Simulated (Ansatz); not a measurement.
Born–Oppenheimer molecular dynamics of F5HW (7 atoms, charge 0, multiplicity 1). It goes on from the last frame of an earlier run, with new velocities.

Level of theory: RHF/def2-SVP (Ansatz 0.2.0).

```json
{
 "ensemble": "NVT, Langevin thermostat",
 "time step": "0.5 fs",
 "steps asked": "100",
 "set temperature": "500 K",
 "friction": "0.005 /fs",
 "seed": "817230"
}
```

First frame:

```xyz
7
Properties=species:S:1:pos:R:3
W -0.107 0.040 0.052
H -0.333 -0.964 1.271
F 1.297 0.184 1.097
F 0.110 1.849 -0.200
F -1.978 0.439 0.332
F 1.095 -1.292 -0.537
F -0.873 -0.168 -1.582
```

Question: How far do the bonds stretch over the last three quarters of this one trajectory? (Pairs bonded in most of those frames.)

Answer: 
```csv
bond,mean (Å),spread (Å),shortest,longest
W1–H2,1.670,0.039,1.60,1.75
W1–F3,1.872,0.059,1.79,1.95
W1–F4,1.842,0.021,1.81,1.87
W1–F5,1.829,0.027,1.78,1.86
W1–F6,1.821,0.038,1.78,1.89
W1–F7,1.886,0.050,1.79,1.95
```

Mean temperature of the second half: 895 K. The mean temperature of the second half is 79 % above the set value. A run of 0.05 ps of so small a system gives no equilibrium averages.

Time of the run: 4.2 min on 1 thread of Intel(R) Xeon(R) CPU @ 2.60GHz (Ice Lake), with other jobs on the host, peak memory 0.24 GiB.
